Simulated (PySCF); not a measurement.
**wB97M-V on Pb (lead, neutral)**

Configuration: [Xe] 4f14 5d10 6s2 6p1 7s1, high-spin 3P determinant (an excited configuration). All numbers are calculated (PySCF 2.14, a scalar-relativistic core potential, in aug-cc-pwCVTZ-PP with ECP60MDF (8s7p6d4f1g, 96 functions)).

- Total energy: -192.6216 hartree
- One-electron energy: -333.4016 hartree
- Hartree (Coulomb) energy: 156.6081 hartree
- Exchange-correlation energy: -15.8282 hartree
- ⟨S²⟩: 2.0021
- ⟨L²⟩: 2.011
- Sum of ⟨r⟩: 35.06 bohr
- Sum of ⟨r²⟩: 96.29 bohr²
- Traceless quadrupole moment −½Σ⟨3z² − r²⟩ along its main axis: -5.01 e·bohr²
- Time after the integrals: about 14 core-seconds

```csv
shell,electrons,mean orbital energy (eV),spread (eV),"rms radius, mean of both spins (bohr)"
5s α,1,-156.73,0,0.918
5s β,1,-156.66,0,0.918
5p α,3,-97.600,0.274,1.05
5p β,3,-97.552,0.383,1.05
5d α,5,-29.194,0.341,1.41
5d β,5,-29.061,0.508,1.41
6s α,1,-18.497,0,2.42
6s β,1,-17.439,0,2.42
6p α,1,-8.939,0,3.35
7s α,1,-2.929,0,6.73
```

Energies and moments cover only the electrons outside the core potential. Spin-orbit coupling, absent here, splits the open shell strongly. The outer electron is Rydberg-like, and this basis confines it to a smaller radius and binds it less than a complete one would.
